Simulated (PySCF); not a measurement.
Fill in the blanks.

C4H7ClOS.
SMILES: `C/C=C(\Cl)[S@](C)=O`

Conformer (atom-mapped SMILES and torsion angles): `[CH3:1]/[CH:2]=[C:3](\[Cl:4])[S@:5]([CH3:6])=[O:7]`: C2–C3–S5–C6 115°.

```tsv
property	level	value
point group	PBE0-D3(BJ)/def2-SVP	C1
rotational constants A, B, C	PBE0-D3(BJ)/def2-SVP	2.386, 1.396, 0.992 GHz
dipole moment	CAM-B3LYP/def2-SVPD	?
HOMO energy	CAM-B3LYP/def2-SVPD	?
LUMO energy	CAM-B3LYP/def2-SVPD	0.46 eV
lowest singlet excitation	TDDFT CAM-B3LYP/def2-SVPD	5.63 eV (220 nm, f = 0.113)
strongest line among the 6 lowest singlet transitions	TDDFT CAM-B3LYP/def2-SVPD	S6 at 6.75 eV (184 nm, f = 0.222)
static isotropic polarisability	CAM-B3LYP/def2-SVPD	?
electronic spatial extent ⟨r²⟩ about the centre of nuclear charge	CAM-B3LYP/def2-SVPD	1200 bohr²
```

Gas-phase values; electronic properties from PySCF, density fitting. Geometry: PBE0-D3(BJ)/def2-SVP, one conformer, isolated molecule.

(1) The HOMO energy?

(2) Give the static isotropic polarisability.

(3) The dipole moment?

## Answers

(1) -8.35 eV.

(2) 89.4 au.

(3) 2.81 D.

With B = h/(8π²I), that is 505.379 GHz u Å² over I, the principal moments of inertia are 211.8, 361.9 and 509.4 u Å² (most abundant isotopes); the inertial defect Ic − Ia − Ib is -64.3 u Å² (zero for a rigid planar frame, negative otherwise). No computed singlet falls in the visible range (750 to 380 nm, 1.65 to 3.26 eV); S1 lies 2.37 eV above its blue end. The principal polarisabilities are 68.6, 92.3 and 107.4 au; their mean is the isotropic value. The dipole matches unit charges of opposite sign 0.59 Å apart (1 e·Å = 4.8032 D).

For the geometry optimisation (PBE0-D3(BJ)/def2-SVP), hardware: an Arm Neoverse V2 with one thread (shared host). Cost: 49 s of wall time.
